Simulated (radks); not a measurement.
Initial-state core-level shifts of the terbium ion Tb+ when its valence configuration changes from [Xe] 4f9 6s1. Calculated with a radial shooting solver on a logarithmic mesh with Libxc functionals: Dirac Kohn-Sham, BLYP, spin-unpolarised, spherical densities, point nucleus; open shells are shared between the two j in proportion to 2j + 1. Shifts are changes of the shell-averaged eigenvalues in eV (positive: less bound).

[
 {"valence": "4f8 6s1 6p1", "2s": "-10.481", "3s": "-11.243", "4p": "-10.749", "5s": "-7.300"},
 {"valence": "4f7 5d2 6s1", "2s": "-14.949", "3s": "-16.844", "4p": "-15.471", "5s": "-7.583"},
 {"valence": "4f7 6s1 6p2", "2s": "-22.762", "3s": "-24.526", "4p": "-23.139", "5s": "-15.001"},
 {"valence": "4f10", "2s": "+6.121", "3s": "+6.592", "4p": "+6.417", "5s": "+4.473"},
 {"valence": "4f7 6p3", "2s": "-23.922", "3s": "-25.683", "4p": "-24.296", "5s": "-16.125"},
 {"valence": "4f8 5d0.5 6s1 6p0.5", "2s": "-8.657", "3s": "-9.453", "4p": "-8.950", "5s": "-5.502"},
 {"valence": "4f9 6p1", "2s": "-1.281", "3s": "-1.264", "4p": "-1.277", "5s": "-1.318"},
 {"valence": "4f9 6s0.5 6p0.5", "2s": "-0.648", "3s": "-0.640", "4p": "-0.646", "5s": "-0.667"},
 {"valence": "4f9 5d1", "2s": "+1.541", "3s": "+1.494", "4p": "+1.528", "5s": "+1.675"}
]
